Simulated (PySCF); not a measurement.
A species of formula C6H16OP2 has this rotational fingerprint, computed with PBE0/pcSseg-1 in PySCF (dipole) on a GFN2-xTB geometry, gas phase:

- Rotational constants: A = 2653, B = 533.1, C = 523.6 MHz
- Dipole components: |μa| = 0.78 D, |μb| = 2.63 D, |μc| = 1.52 D
- Inertial defect: -173.40 u·Å²
- κ: -0.99

Question: Which candidate fits, each taken in the one conformer that was computed?
A. `[CH3:1][CH:2]([CH3:3])[P:4]([CH2:5][OH:6])[CH2:7][CH2:8][PH2:9]` with C1–C2–P4–C5 -172°, C2–P4–C5–O6 -83°, P4–C5–O6–H -57°, C2–P4–C7–C8 180°, P4–C7–C8–P9 -177°
B. `[CH3:1][CH2:2][CH2:3][P@@:4]([CH3:5])(=[O:6])[CH2:7][PH:8][CH3:9]` with C1–C2–C3–P4 -173°, C2–C3–P4–C5 -75°, C3–P4–C7–P8 164°, P4–C7–P8–C9 76°
C. `[CH3:1][CH:2]([CH3:3])[P@@:4]([CH3:5])(=[O:6])[P:7]([CH3:8])[CH3:9]` with C1–C2–P4–C5 55°, C2–P4–P7–C8 -174°

Answer: B. It is CCC[P@@](C)(=O)CPC, a near-prolate asymmetric top, point group C1. The candidates at the same level (rigid rotor, commonest isotopes):

```json
{"SMILES": "CC(C)[P@@](C)(=O)P(C)C", "A (MHz)": "1669", "B (MHz)": "858.4", "C (MHz)": "787.5", "μa (D)": "0.57", "μb (D)": "1.27", "μc (D)": "2.01", "Δ (u·Å²)": "-249.71", "point group": "C1", "rotor": "asymmetric top"}
{"SMILES": "CC(C)P(CO)CCP", "A (MHz)": "1671", "B (MHz)": "546.0", "C (MHz)": "435.7", "μa (D)": "0.49", "μb (D)": "0.41", "μc (D)": "0.85", "Δ (u·Å²)": "-68.30", "point group": "C1", "rotor": "asymmetric top"}
{"SMILES": "CCC[P@@](C)(=O)CPC", "A (MHz)": "2653", "B (MHz)": "533.1", "C (MHz)": "523.6", "μa (D)": "0.78", "μb (D)": "2.63", "μc (D)": "1.52", "Δ (u·Å²)": "-173.40", "point group": "C1", "rotor": "near-prolate asymmetric top"}
```

`CC(C)P(CO)CCP` has A 37 % too low; `CC(C)[P@@](C)(=O)P(C)C` has B 61 % too high. No structure here is proved a minimum.
